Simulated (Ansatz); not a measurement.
`FB([SiH3])[SeH]` + H₂ → `FB[SeH]` + SiH₄  (hydrogenolysis of a B–Si bond)

Program: Ansatz. Geometries: PBE0-D4/def2-TZVP. ΔE: electronic, gas phase. CBS: MP2 limit from def2 TZ/QZ plus the TZ coupled-cluster correction, frozen cores. This one scheme is used for every species. Functionals use def2-TZVPP. For Se outer-core shells are correlated without core-valence functions, which leaves a few kJ/mol of doubt a bond. Scalar relativity is left out up to krypton. One conformer a species, not always the lowest.

CCSD(T)/CBS gives -9.3 kcal/mol.

(1) Another level gave -17.2 kcal/mol. Which?
A. B2PLYP/def2-TZVPP
B. r2SCAN-D4/def2-TZVPP
C. MP2/def2-TZVPP
D. HF/def2-TZVPP

Largest T1 diagnostic among the species: 0.013.

Results:

(1) D. HF/def2-TZVPP -17.2, MP2/def2-TZVPP -10.0, B2PLYP -11.1, r2SCAN-D4 -8.1 kcal/mol.

The D4 term adds +2.3 kcal/mol with B3LYP and +1.2 kcal/mol with PBE0; it sums over pairs of atoms, weighted by their polarisabilities, and B3LYP, whose exchange is more repulsive, gets the larger term. From PBE to PBE0 (25 % exact exchange), in def2-TZVPP and without D4, ΔE moves by −1.7 kcal/mol. In def2-TZVPP, CCSD(T) changes the Hartree–Fock value by +7.2 kcal/mol (the triples alone add +1.4 kcal/mol) and MP2 by +7.2 kcal/mol.

B3LYP here is the variant with VWN-RPA as its local correlation; programs differ in this.
